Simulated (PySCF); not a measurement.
# Frontier orbitals and the lowest excitations

Compound: C6H9N.
Structure used (GFN2-xTB), in Å, numbered top down from 1:
```xyz
16
C6H9N angstrom
C      2.1101   -0.9226    0.7891
C      1.3219   -0.2316   -0.0105
C     -0.1098    0.1091    0.3068
C     -1.0018   -0.4959   -0.7445
C     -1.9435   -1.3832   -0.4919
C     -0.2727    1.6079    0.2816
N     -0.0154    2.2587   -0.7577
H      3.1296   -1.1476    0.5260
H      1.7716   -1.2976    1.7416
H      1.6692    0.1471   -0.9607
H     -0.3778   -0.2771    1.2942
H     -0.8161   -0.1358   -1.7458
H     -2.5603   -1.7941   -1.2729
H     -2.1385   -1.7422    0.5058
H     -0.6245    2.0487    1.2256
H     -0.1496    3.2651   -0.6980
```

Method used: PySCF, TDDFT wB97X-D/def2-SVPD, vertical, gas phase, core orbitals frozen in the response. GFN2-xTB frequencies show an imaginary mode (63i cm⁻¹), so this geometry is no minimum at that level.

Kohn–Sham orbitals with the atoms that hold most of them (Löwdin shares over 4%, at most four atoms; ? is withheld):

```
orbital  ε (eV)                            atoms
 LUMO+2    2.44  C6 18%, H15 12%, C5 12%, C1 12%
 LUMO+1    1.70   C1 19%, C5 18%, C2 17%, C4 17%
   LUMO    1.38                                ?
   HOMO   -9.18                                ?
 HOMO-1   -9.28   C1 22%, C5 22%, C2 21%, C4 21%
 HOMO-2  -10.16   N7 31%, C4 12%, C2 12%, C5 11%
 HOMO-3  -10.92    N7 37%, C6 21%, C3 11%, C4 7%
```

Q: Which atoms hold the LUMO, and with what shares?

A: C6 (bonded to C, N and H) 34%; N7 (bonded to C and H) 33%; C3 (bonded to 3 C and H) 7%; H15 (bonded to C) 6%. By element: carbon 41% or more, nitrogen 33%, hydrogen 6% or more.

Q: Give the leading atoms of the HOMO.

A: N7 (bonded to C and H) 31%; C6 (bonded to C, N and H) 13%; C3 (bonded to 3 C and H) 8%; C1 (bonded to C and 2 H) 8%. By element: nitrogen 31%, carbon 30% or more.

Q: The HOMO–LUMO gap is 10.56 eV. Where does the response calculation put the lowest singlet, and from which orbitals?

A: S1 is at 5.12 eV (f = 0.0098), 5.44 eV below the gap, made of HOMO→LUMO (79%), HOMO-2→LUMO (18%). 

Q: One configuration dominates each of S1, S2, S4 and S5. Which, and how do the shares of the two leading atoms of either orbital change from the occupied to the empty one?

A: 
- S1 (5.12 eV, f 0.0098), HOMO→LUMO (79%): N7 31% → 33%, C6 13% → 34%
- S2 (6.59 eV, f 0.011), HOMO-1→LUMO (92%): C1 22% → at most 6%, C5 22% → at most 6%, C6 at most 16% → 34%, N7 at most 16% → 33%
- S4 (6.87 eV, f 0.101), HOMO→LUMO+1 (89%): N7 31% → at most 18%, C6 13% → at most 18%, C1 8% → 19%, C5 at most 9% → 18%
- S5 (7.02 eV, f 0.379), HOMO-1→LUMO+1 (74%): C1 22% → 19%, C5 22% → 18%

One conformer stands for the species.
